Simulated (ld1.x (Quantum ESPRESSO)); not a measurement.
# u(r) = r·R(r): atom against pseudo-atom (technetium (Tc))

Columns: radius, all-electron u(r) and pseudo u(r) of the 4d shell (level -6.66 eV) of technetium in the configuration [Kr] 4d5 5s2 5p0; PBE, scalar-relativistic, PAW scheme, ld1.x (Quantum ESPRESSO) 7.5.

```tsv
r (bohr)	all-electron	pseudo
0.148	0.2678	-0.0022
0.295	0.3682	-0.0167
0.443	0.1313	-0.0533
0.590	-0.1857	-0.1159
0.738	-0.4564	-0.2036
0.885	-0.6434	-0.3077
1.033	-0.7526	-0.4177
1.180	-0.7995	-0.5190
1.328	-0.8037	-0.6006
1.475	-0.7806	-0.6532
1.623	-0.7411	-0.6741
1.770	-0.6935	-0.6655
1.918	-0.6422	-0.6343
2.065	-0.5908	-0.5900
2.213	-0.5406	-0.5408
2.360	-0.4934	-0.4934
2.508	-0.4488	-0.4488
2.655	-0.4078	-0.4078
2.802	-0.3700	-0.3700
2.950	-0.3350	-0.3350
3.098	-0.3031	-0.3031
3.245	-0.2741	-0.2741
3.393	-0.2476	-0.2476
3.540	-0.2236	-0.2236
3.688	-0.2018	-0.2018
3.835	-0.1821	-0.1821
```

(1) How many radial nodes do the two functions have?

(2) At about which radius was the pseudo-wave matched?

(3) Is the pseudo-wave norm-conserving?

Results:

(1) The all-electron 4d function has n − l − 1 = 1; the pseudo-wave has 0, since the states of the same l below it are removed with the core.

(2) 2.40 bohr. The columns agree to 0.0005 from 2.21 bohr on; several derivatives are matched, so the curves merge somewhat inside the radius.

(3) No, it belongs to a PAW set: the norm inside the radius is not constrained, and the difference is carried by the augmentation charge.
